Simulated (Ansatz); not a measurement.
`C[SiH](Cl)C[CH2][GeH2][Cl]`, charge 0, multiplicity 1.

(1) Give a relaxed structure at PBE0-D4/def2-TZVP (Ansatz 0.2.0). (An estimate is asked.)

Results:

(1) Ansatz gave: 
Z-matrix (Å, degrees):
```
C
Si 1 1.860
H 1 1.093 2 111.0
H 1 1.092 2 110.6 3 120.2
H 1 1.094 2 110.6 3 -120.4
Cl 2 2.066 1 108.9 3 -62.9
C 2 1.872 1 112.4 3 55.7
H 2 1.485 1 110.4 3 -179.7
C 7 1.529 2 115.8 1 52.9
H 7 1.096 2 106.9 1 -69.8
H 7 1.095 2 107.5 1 176.8
Ge 9 1.955 7 115.2 2 63.2
H 9 1.094 7 110.6 2 -176.4
H 9 1.095 7 111.4 2 -58.3
Cl 12 2.163 9 107.3 7 47.2
H 12 1.537 9 113.3 7 -69.7
H 12 1.536 9 112.1 7 164.0
```
This is one stationary point; other conformers may exist.
